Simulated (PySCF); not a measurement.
Potential energy of BiN along the bond

Set-up: basis Bi cc-pVDZ-PP with ECP60, N cc-pVDZ; scalar-relativistic core potentials; PySCF 2.14. Energies in eV from Bi + N in their ground configurations at the same level. State: Ms = 0 determinant of mixed spin (⟨S²⟩ near 0.7), paired orbitals spin-polarised.

All columns are PBE0. A positive dipole means Bi(−)N(+).

```
R (Å)  E (eV)  μ (D)  Mulliken charge on Bi (basis-dependent)  HOMO (eV)  LUMO (eV)  Mayer bond order  ⟨S²⟩
1.703  -1.028  -3.40                                     0.53      -7.23      -1.83              2.90  0.00
1.782  -1.739  -3.56                                     0.50      -7.35      -2.06              2.89  0.00
1.861  -2.058  -3.56                                     0.47      -7.20      -2.37              2.72  0.17
1.921  -2.155  -3.40                                     0.44      -7.00      -2.50              2.42  0.47
1.980  -2.177  -3.26                                     0.41      -6.87      -2.57              2.17  0.72
2.039  -2.143  -3.13                                     0.38      -6.78      -2.62              1.96  0.94
2.119  -2.039  -2.98                                     0.35      -6.69      -2.67              1.72  1.19
2.218  -1.852  -2.82                                     0.31      -6.61      -2.71              1.48  1.43
2.336  -1.586  -2.66                                     0.27      -6.56      -2.74              1.26  1.67
2.495  -1.227  -2.41                                     0.22      -6.51      -2.74              1.02  1.95
```

A fit through these points gives, at Re = 1.970 Å, μ = -3.28 D and dμ/dR = 2.31 D/Å; the reduced mass is 13.12 u.

Question: How strong is the fundamental in the double-harmonic approximation, I = 42.26·(dμ/dR)²/μred km/mol?

Answer: I = 42.26·(2.31)²/13.12 = 17.2 km/mol at PBE0.

⟨S²⟩ of the unrestricted solution departs from its pure value on part of the curve, where spin states mix. These are scalar-relativistic numbers at best; spin–orbit coupling would shift them, the dissociation energy most.
